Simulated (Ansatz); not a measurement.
Q: Name a neutral molecule of Cl, Ge, S and H with LUMO energy (PBE0/def2-TZVPP) between -1.40 and -1.10 eV and HOMO–LUMO gap (B3LYP/def2-TZVPP) between 6.15 and 6.45 eV (Ansatz, PBE0-D4/def2-TZVP geometry).

A: `[SH][GeH]([Cl])[Cl]` (-1.18 eV, 6.35 eV). Other molecules can fit too; these were computed, each in one conformer that needn't be the lowest.

B3LYP here is the variant with VWN-RPA as its local correlation; programs differ in this.
